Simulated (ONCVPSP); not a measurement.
**LDA (Perdew-Zunger) ONCV dataset for Mn (Z = 25), scalar-relativistic all-electron reference.**

```json
{
 "Element": "Mn",
 "Generator": "ONCVPSP 4.0.1",
 "Type": "optimised norm-conserving Vanderbilt (ONCV)",
 "Functional": "LDA (Perdew-Zunger)",
 "Relativity": "scalar-relativistic",
 "Frozen core": "[Ne]",
 "Valence charge": "15",
 "Reference configuration": "3s2 3p6 3d5 4s2",
 "Partial waves": "3s+4s: rc 1.50 bohr, ncon 4, nbas 7, qcut 7.3 1/bohr, 2 projectors; 3p: rc 1.15 bohr, ncon 4, nbas 8, qcut 14.8 1/bohr, 2 projectors, debl 1 Ha; 3d: rc 1.85 bohr, ncon 5, nbas 8, qcut 7.9 1/bohr, 1 projector; f scattering state at 0.08 Ha: rc 1.90 bohr, ncon 4, nbas 8, qcut 6.1 1/bohr, 3 projectors, debl 0.9 Ha",
 "Local potential": "polynomial inside 0.90 bohr (lpopt 5, dvloc0 0 Ha)",
 "Core correction": "polynomial model core, fcfact 0.65"
}
```

In the p channel the program set the typed energies aside and used -2.002, 0.250 Ha.

Calculated quality:

```
Cutoffs needed             : 37 Ha and 61 Ha (the cutoffs (Ha) at which the residual kinetic energy of the hardest occupied pseudo-wave falls to 1 and 0.1 mHa per electron)
Ghost test                 : no bound ghost flagged; no localised positive-energy state flagged
Largest excitation error   : +12 meV (all-electron minus pseudo) for 3s2 3p6 3d4 4s0, out of 4 test configurations
rms error of d²Exc/dni dnj : 3.34 mHa without and 1.28 mHa with the model core
```

Generation and tests took about 3.1 s on one core of a shared server CPU.
